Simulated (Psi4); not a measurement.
CH3O3Re (SMILES [CH3][Re](=[O])(=[O])=[O]), singlet, geometry from GFN2-xTB (such geometries of metal compounds can be far from the true shape) (core potentials on Re); Psi4 1.11 with PBE/def2-SV(P).

Psi4 was given this input:
```
memory 2 GB

molecule {
0 1
Re    0.06874118   -0.12694771   -0.06206747
O     1.20409994    0.71141375   -0.92250863
O     0.49430691   -0.80148520    1.38573825
O    -1.28320559   -0.67670116   -0.83812129
C    -0.89001532    1.64363512    0.80360865
H    -0.15488768    2.19502798    1.39106321
H    -1.71349648    1.32519993    1.44394246
H    -1.26872215    2.27322082   -0.00246365
}

set {
  basis def2-sv(p)
  damping_percentage 20
}

energy('pbe')
print_variables()
```

It wrote (shortened):

```
   => Loading Basis Set <=

    Name: DEF2-SV(P)
    Role: ORBITAL
    Keyword: BASIS

    !!!  WARNING: ECP capability is in beta. Please check occupations closely.  !!!

         ---------------------------------------------------------
                                   SCF
               by Justin Turney, Rob Parrish, Andy Simmonett
                          and Daniel G. A. Smith
                              RKS Reference
         ---------------------------------------------------------

  ==> Geometry <==

    Molecular point group: c1
    Full point group: C1

    Geometry (in Angstrom), charge = 0, multiplicity = 1:

       Center              X                  Y                   Z               Mass
    ------------   -----------------  -----------------  -----------------  -----------------
         RE           0.046134603994    -0.085199042292    -0.041655647726   186.955750100000
         O            1.181493363994     0.753162417708    -0.902096807726    15.994914619570
         O            0.471700333994    -0.759736532292     1.406150072274    15.994914619570
         O           -1.305812166006    -0.634952492292    -0.817709467726    15.994914619570
         C           -0.912621896006     1.685383787708     0.824020472274    12.000000000000
         H           -0.177494256006     2.236776647708     1.411475032274     1.007825032230
         H           -1.736103056006     1.366948597708     1.464354282274     1.007825032230
         H           -1.291328726006     2.314969487708     0.017948172274     1.007825032230

  Running in c1 symmetry.

  Rotational constants: A =      0.12665  B =      0.11850  C =      0.11850 [cm^-1]
  Rotational constants: A =   3796.89939  B =   3552.64794  C =   3552.64793 [MHz]
  Nuclear repulsion =  229.098608999534321

  Charge       = 0
  Multiplicity = 1
  Electrons    = 48
  Nalpha       = 24
  Nbeta        = 24

  ==> Algorithm <==

  SCF Algorithm Type is DF.
  DIIS enabled.
  MOM disabled.
  Fractional occupation disabled.
  Guess Type is SAD.
  Energy threshold   = 1.00e-06
  Density threshold  = 1.00e-06
  Integral threshold = 1.00e-12

  ==> Primary Basis <==

  Basis Set: DEF2-SV(P)
    Blend: DEF2-SV(P)
    Number of shells: 41
    Number of basis functions: 87
    Number of Cartesian functions: 93
    Spherical Harmonics?: true
    Max angular momentum: 2

  Core potential: DEF2-SV(P)
    Number of shells: 4
    Number of ECP primitives: 10
    Number of ECP core electrons: 60
    Max angular momentum: 3

  ==> DFT Potential <==

   => LibXC <=

    Version 7.1.2
    S. Lehtola, C. Steigemann, M. J. T. Oliveira, and M. A. L. Marques,  SoftwareX 7, 1–5 (2018) (10.1016/j.softx.2017.11.002)

   => Composite Functional: PBE <=

    PBE GGA Exchange-Correlation Functional

    J.P. Perdew et. al., Phys. Rev. Lett., 77(18), 3865-3868, 1996

    Deriv               =              1
    GGA                 =           TRUE
    Meta                =          FALSE

    Exchange Hybrid     =          FALSE
    MP2 Hybrid          =          FALSE

   => Exchange Functionals <=

    1.0000     XC_GGA_X_PBE

   => Correlation Functionals <=

    1.0000     XC_GGA_C_PBE

   => LibXC Density Thresholds  <==

    XC_GGA_C_PBE:  1.00E-12
    XC_GGA_X_PBE:  1.00E-15

   => Molecular Quadrature <=

    Radial Scheme          =       TREUTLER
    Pruning Scheme         =           NONE
    Nuclear Scheme         =       TREUTLER

    Blocking Scheme        =         OCTREE
    BS radius alpha        =              1
    Pruning alpha          =              1
    Radial Points          =             75
    Spherical Points       =            302
    Total Points           =         173267
    Total Blocks           =           1357
    Max Points             =            256
    Max Functions          =             85
    Weights Tolerance      =       1.00E-15

   => Loading Basis Set <=

    Name: (DEF2-SV(P) AUX)
    Role: JKFIT
    Keyword: DF_BASIS_SCF

  ==> Integral Setup <==

  SCF_SUBTYPE=INCORE selected. In-core MEM_DF algorithm will be used.
  Using in-core AOs.

  ==> MemDFJK: Density-Fitted J/K Matrices <==

    J tasked:                   Yes
    K tasked:                    No
    wK tasked:                   No
    Algorithm:                 Core
    Schwarz Cutoff:           1E-12
    Mask sparsity (%):       0.6342
    Fitting Condition:        1E-10

   => Auxiliary Basis Set <=

  Basis Set: (DEF2-SV(P) AUX)
    Blend: DEF2-UNIVERSAL-JKFIT
    Number of shells: 163
    Number of basis functions: 587
    Number of Cartesian functions: 769
    Spherical Harmonics?: true
    Max angular momentum: 6

  Minimum eigenvalue in the overlap matrix is 9.2069341751E-03.
  Reciprocal condition number of the overlap matrix is 1.7185828578E-03.
    Using symmetric orthogonalization.

  ==> Pre-Iterations <==

  SCF Guess: Superposition of Atomic Densities via on-the-fly atomic UHF (no occupation information).

   -------------------------
    Irrep   Nso     Nmo
   -------------------------
     A         87      87
   -------------------------
    Total      87      87
   -------------------------

  ==> Iterations <==

                           Total Energy        Delta E     RMS |[F,P]|

   @DF-RKS iter SAD:  -342.35278083745084   -3.42353e+02   0.00000e+00
   @DF-RKS iter   1:  -341.86579805410594    4.86983e-01   2.19387e-02 DIIS/ADIIS
   @DF-RKS iter   2:  -333.05395729328882    8.81184e+00   4.87657e-02 DIIS/ADIIS/DAMP=20%
   @DF-RKS iter   3:  -342.47765886259299   -9.42370e+00   1.15859e-02 DIIS/ADIIS/DAMP=20%
   @DF-RKS iter   4:  -340.91015049354729    1.56751e+00   2.50033e-02 DIIS/ADIIS/DAMP=20%
   @DF-RKS iter   5:  -343.02622451106242   -2.11607e+00   1.39017e-02 DIIS/ADIIS/DAMP=20%
   @DF-RKS iter   6:  -343.43262747407783   -4.06403e-01   5.75177e-03 DIIS/ADIIS/DAMP=20%
   @DF-RKS iter   7:  -343.35732532594602    7.53021e-02   3.99305e-03 DIIS/ADIIS/DAMP=20%
   @DF-RKS iter   8:  -343.43599169920924   -7.86664e-02   3.62896e-03 DIIS/ADIIS/DAMP=20%
   @DF-RKS iter   9:  -343.50666316185095   -7.06715e-02   1.75311e-03 DIIS/ADIIS/DAMP=20%
   @DF-RKS iter  10:  -343.44455669309633    6.21065e-02   6.78783e-04 DIIS/ADIIS/DAMP=20%
   @DF-RKS iter  11:  -343.49416296178981   -4.96063e-02   1.63424e-04 DIIS/ADIIS/DAMP=20%
   @DF-RKS iter  12:  -343.48005289268463    1.41101e-02   1.11521e-04 DIIS/ADIIS/DAMP=20%
   @DF-RKS iter  13:  -343.48277523533432   -2.72234e-03   4.50689e-05 DIIS/DAMP=20%
   @DF-RKS iter  14:  -343.48195751980404    8.17716e-04   1.69483e-05 DIIS/DAMP=20%
   @DF-RKS iter  15:  -343.48200684753607   -4.93277e-05   9.14596e-06 DIIS/DAMP=20%
   @DF-RKS iter  16:  -343.48201948695424   -1.26394e-05   4.80845e-06 DIIS/DAMP=20%
   @DF-RKS iter  17:  -343.48206080038358   -4.13134e-05   9.32508e-07 DIIS/DAMP=20%
   @DF-RKS iter  18:  -343.48209441320245   -3.36128e-05   1.21247e-06 DIIS/DAMP=20%
   @DF-RKS iter  19:  -343.48209813154619   -3.71834e-06   3.38463e-07 DIIS/DAMP=20%
   @DF-RKS iter  20:  -343.48210615754442   -8.02600e-06   3.28155e-07 DIIS/DAMP=20%
   @DF-RKS iter  21:  -343.48210540325982    7.54285e-07   4.69154e-08 DIIS/DAMP=20%
  Energy and wave function converged.

  ==> Post-Iterations <==

   Electrons on quadrature grid:
      Ntotal   =   48.0000070841 ; deviation = 7.084e-06

    Orbital Energies [Eh]
    ---------------------

    Doubly Occupied:

[...]
    Virtual:

[...]
    Final Occupation by Irrep:
              A
    DOCC [    24 ]
    NA   [    24 ]
    NB   [    24 ]

  @DF-RKS Final Energy:  -343.48210540325982

   => Energetics <=

    Nuclear Repulsion Energy =            229.0986089995343207
    One-Electron Energy =                -950.8587274879548659
    Two-Electron Energy =                 418.7879248841353501
    DFT Exchange-Correlation Energy =     -40.5099117989746347
    Empirical Dispersion Energy =           0.0000000000000000
    VV10 Nonlocal Energy =                  0.0000000000000000
    Total Energy =                       -343.4821054032598227

Computation Completed

Properties will be evaluated at   0.000000,   0.000000,   0.000000 [a0]

Properties computed using the SCF density matrix

 Multipole Moments:

 ------------------------------------------------------------------------------------
     Multipole            Electronic (a.u.)      Nuclear  (a.u.)        Total (a.u.)
 ------------------------------------------------------------------------------------

 L = 1.  Multiply by 2.5417464519 to convert [e a0] to [Debye]
 Dipole X            :          9.5747441           -9.8446910           -0.2699468
 Dipole Y            :        -17.6821119           18.1806752            0.4985633
 Dipole Z            :         -8.6451579            8.8889239            0.2437660
 Magnitude           :                                                    0.6171374

 ------------------------------------------------------------------------------------

  Variable Map:
  ----------------------------------------------------------------------------
[...]
  Array Variable Map:
  ----------------------------------------------------------------------------
[...]
[...]
```
